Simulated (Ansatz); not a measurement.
Spectroscopic constants of ZrN, multiplicity 2 (the spin of the measured ground state). No spin–orbit coupling.

The constants come from a fifth-degree fit in 1/R (seven points, main isotopes). Runs in def2 and cc sets follow the lowest solution found near the PBE0 minimum.

Programs: Ansatz (a program for electronic structure) with Gaussian orbitals. Each number belongs to the level named beside it. In def2 rows elements past Kr take small-core potentials, without spin–orbit coupling.

```json
[
 {"level": "SVWN5/def2-TZVPP", "r_e (Å)": "1.692", "ω_e (cm⁻¹)": "1047", "B_e (cm⁻¹)": "0.486", "ω_e x_e (cm⁻¹)": "3.4", "D_e (eV)": "7.90", "dipole (D)": "4.28"},
 {"level": "PBE/def2-TZVPP", "r_e (Å)": "1.703", "ω_e (cm⁻¹)": "1021", "B_e (cm⁻¹)": "0.480", "ω_e x_e (cm⁻¹)": "3.4", "D_e (eV)": "-", "dipole (D)": "4.18"},
 {"level": "r2SCAN/def2-TZVPP", "r_e (Å)": "1.694", "ω_e (cm⁻¹)": "1048", "B_e (cm⁻¹)": "0.485", "ω_e x_e (cm⁻¹)": "3.3", "D_e (eV)": "5.80", "dipole (D)": "4.22"},
 {"level": "B97M-V/def2-TZVPP", "r_e (Å)": "1.693", "ω_e (cm⁻¹)": "1043", "B_e (cm⁻¹)": "0.485", "ω_e x_e (cm⁻¹)": "3.4", "D_e (eV)": "5.79", "dipole (D)": "4.39"},
 {"level": "B3LYP/def2-TZVPP", "r_e (Å)": "1.692", "ω_e (cm⁻¹)": "1047", "B_e (cm⁻¹)": "0.486", "ω_e x_e (cm⁻¹)": "3.3", "D_e (eV)": "5.97", "dipole (D)": "4.47"},
 {"level": "PBE0/def2-TZVPP", "r_e (Å)": "1.678", "ω_e (cm⁻¹)": "1078", "B_e (cm⁻¹)": "0.494", "ω_e x_e (cm⁻¹)": "3.3", "D_e (eV)": "-", "dipole (D)": "4.26"},
 {"level": "BHLYP/def2-TZVPP", "r_e (Å)": "1.665", "ω_e (cm⁻¹)": "1106", "B_e (cm⁻¹)": "0.502", "ω_e x_e (cm⁻¹)": "3.1", "D_e (eV)": "4.84", "dipole (D)": "4.53"},
 {"level": "CAM-B3LYP/def2-TZVPP", "r_e (Å)": "1.674", "ω_e (cm⁻¹)": "1094", "B_e (cm⁻¹)": "0.497", "ω_e x_e (cm⁻¹)": "3.1", "D_e (eV)": "5.80", "dipole (D)": "4.51"},
 {"level": "wB97X-V/def2-TZVPP", "r_e (Å)": "1.665", "ω_e (cm⁻¹)": "1116", "B_e (cm⁻¹)": "0.502", "ω_e x_e (cm⁻¹)": "3.0", "D_e (eV)": "5.96", "dipole (D)": "4.31"},
 {"level": "wB97M-V/def2-TZVPP", "r_e (Å)": "1.668", "ω_e (cm⁻¹)": "1112", "B_e (cm⁻¹)": "0.500", "ω_e x_e (cm⁻¹)": "3.2", "D_e (eV)": "5.72", "dipole (D)": "4.17"}
]
```

D_e counts from each atom's lowest state at the same level, without counterpoise or zero-point energy.

Measured for the ground state: D_0 5.817 ± 0.26 eV (a handbook's tabulated 298 K bond energy less 3RT/2; such tables hold older values) [Luo, bond dissociation energies, CRC Handbook].
